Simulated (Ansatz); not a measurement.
What each rung costs, and what it gives

The pair of Cl⁻ (SMILES [Cl-], atom 1) and CH₄S (SMILES CS, atoms 2–7), both closed shells, in one local arrangement (a lower one may exist), relaxed at PBE0-D4/def2-TZVPD:

```csv
atom,x (Å),y (Å),z (Å)
Cl1,-0.5607,0.5223,-2.6860
C2,0.3577,-0.4274,0.6915
S3,-0.7091,1.0358,0.6780
H4,-0.1092,-1.2467,1.2421
H5,1.3264,-0.2012,1.1417
H6,0.5008,-0.7238,-0.3499
H7,-0.8061,1.0410,-0.7175
```

Interaction energies are counterpoise-corrected; the time is that of the whole pair.

Computed with Ansatz 0.2.0 (basis: as named in each row); correlated methods freeze the cores. B3LYP uses VWN-RPA correlation. Extrapolation: Hartree–Fock as exp(−7.88 √X), correlation as X^−2.97.

Times are rough, for one single point on 2 threads of a shared host (Intel Xeon Platinum 8488C).

The estimate by CCSD(T) at an estimated basis limit (MP2 extrapolated from triple and quadruple zeta, plus CCSD(T) − MP2 in triple zeta) is -0.655 eV.

| method | basis | time (s) | interaction energy (eV) | method less estimate |
| --- | --- | --- | --- | --- |
| HF | STO-3G | under 1 | -0.301 | 0.355 |
| PBE-D4 | STO-3G | under 1 | -0.866 | -0.210 |
| SPW92 | def2-SVP | under 1 | -1.163 | -0.507 |
| B3LYP-D4 | 6-31G | under 1 | -0.856 | -0.200 |
| PBE-D4 | def2-SVP | under 1 | -0.977 | -0.321 |
| PBE0-D4 | def2-SVP | under 1 | -0.924 | -0.268 |
| CCSD(T) | def2-SVP | 1 | -0.602 | 0.053 |
| PBE-D4 | def2-TZVPPD | 2 | -0.774 | -0.119 |
| revPBE-D4 | def2-TZVPPD | 2 | -0.752 | -0.097 |
| wB97M-V | def2-SVP | 2 | -0.807 | -0.152 |
| PBE0-D4 | def2-TZVPPD | 3 | -0.734 | -0.078 |
| r2SCAN-D4 | def2-TZVPPD | 3 | -0.742 | -0.086 |
| HSE06-D4 | def2-TZVPPD | 3 | -0.736 | -0.080 |
| B3LYP-D4 | def2-TZVPPD | 3 | -0.684 | -0.029 |
| BLYP-D4 | def2-TZVPPD | 4 | -0.701 | -0.046 |
| wB97X-V | def2-TZVPPD | 6 | -0.642 | 0.014 |
| B2PLYP | def2-TZVPPD | 6 | -0.607 | 0.049 |
| wB97M-V | def2-TZVPPD | 6 | -0.634 | 0.022 |
| B97M-V | def2-TZVPPD | 8 | -0.675 | -0.020 |
| MP2 | def2-QZVPPD | 14 | -0.687 | -0.032 |
| CCSD(T) | def2-TZVPPD | 39 | -0.599 | 0.057 |

T1 diagnostic: at most 0.010.
